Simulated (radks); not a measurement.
Ar I, configuration [Ne] 3s2 3p5 4f1 (not the ground configuration).

All-electron calculation, scalar-relativistic Kohn-Sham, PBEsol, spin-polarised, spherical densities, finite nucleus; open shells are filled with parallel spins first; Fermi nuclear charge, rms radius 3.4274 fm. Program: a radial shooting solver on a logarithmic mesh with Libxc functionals.

Energy parts (eV):
total: -14365.951
kinetic: 14439.278
electron-nucleus: -34114.869
Hartree: 6117.396
exchange-correlation: -807.756

Orbitals (lengths in bohr, moments of r in powers of bohr; r(90%) holds 90 % of the orbital's charge):
| orbital | occ. | eigenvalue (eV) | r(90%) |
|---|---|---|---|
| 1s up | 1 | -3128.072 | 0.153 |
| 1s down | 1 | -3127.858 | 0.153 |
| 2s up | 1 | -308.6499 | 0.647 |
| 2s down | 1 | -308.4511 | 0.647 |
| 2p up | 3 | -241.9315 | 0.624 |
| 2p down | 3 | -241.6555 | 0.624 |
| 3s up | 1 | -35.3692 | 2.06 |
| 3s down | 1 | -34.2593 | 2.07 |
| 3p up | 3 | -20.8045 | 2.40 |
| 3p down | 2 | -19.7731 | 2.43 |
| 4f up | 1 | -0.4681 | 23.1 |

The highest occupied level is 4f up at -0.468 eV. The electron density at the nucleus is 4342 e/bohr^3 (large components only). Spin moment in Bohr magnetons: 2. The spin density at the nucleus is -0.0308 e/bohr^3 (1s -0.1660, 2s 0.0415, 3s 0.0936). The density falls to 0.001 e/bohr^3 at r = 3.43 bohr.
